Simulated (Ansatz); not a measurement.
`[SH][GeH3]` → H• + `[S][GeH3]`• at 500 K and 1 bar (homolysis of the H–S bond).

Computed with Ansatz on PBE0-D4/def2-TZVP structures; ΔE is electronic, products minus reactants. CCSD(T)/CBS is the MP2 limit (def2-TZVPP, def2-QZVPP) plus CCSD(T) − MP2 in def2-TZVPP, frozen cores. This one scheme is used for every species, atoms too. Open shells (•) are unrestricted, without spin–orbit coupling. Bonds to Ge are less sure, by a few kJ/mol each and by 10 to 20 or more in all where they break to atoms, as the def2 sets lack core-valence functions. Scalar relativity is left out up to krypton.

| species | CCSD(T)/CBS energy (Eh) | H − E (kJ/mol) | S (J/(mol·K)) |
| --- | --- | --- | --- |
| `[SH][GeH3]` | -2476.30083 | 114.8 | 326.3 |
| H• | -0.50000 | 10.4 | 125.5 |
| `[S][GeH3]`• | -2475.64956 | 87.6 | 315.8 |

H − E and S are ideal-gas, rigid-rotor, harmonic terms from PBE0-D4/def2-TZVP, with the whole ground term of open shells counted as degenerate. 1 Eh = 2625.50 kJ/mol, R = 8.31446 J/(mol·K).

**Question.** By hand: ΔE, ΔH, ΔS and ΔG.

**Answer.** ΔE = (-0.50000) + (-2475.64956) − (-2476.30083) = 0.15127 Eh = 397.2 kJ/mol. Δ(H − E) = 10.4 + 87.6 − 114.8 = -16.8, so ΔH = 380.4 kJ/mol. ΔS = 125.5 + 315.8 − 326.3 = 115.0 J/(mol·K). ΔG = 380.4 − 500 × (115.0)/1000 = 322.9 kJ/mol.

**Question.** By hand: the equilibrium constant, and the temperature at which ΔG would vanish if ΔH and ΔS stayed fixed.

**Answer.** log₁₀ K = −ΔG/(RT ln 10) = -33.7. ΔG = 0 at ΔH/ΔS = 3308 K, far beyond where these terms or the molecules hold.

The number of gas molecules changes by +1, which sets the sign of ΔS. A doubt of 5 kJ/mol in ΔE shifts log₁₀ K by 0.5 here. These are equilibria of isolated gas molecules and say nothing of rates. Largest T1 diagnostic: 0.013 (customary marks: 0.02 for closed shells, 0.045 for open ones).
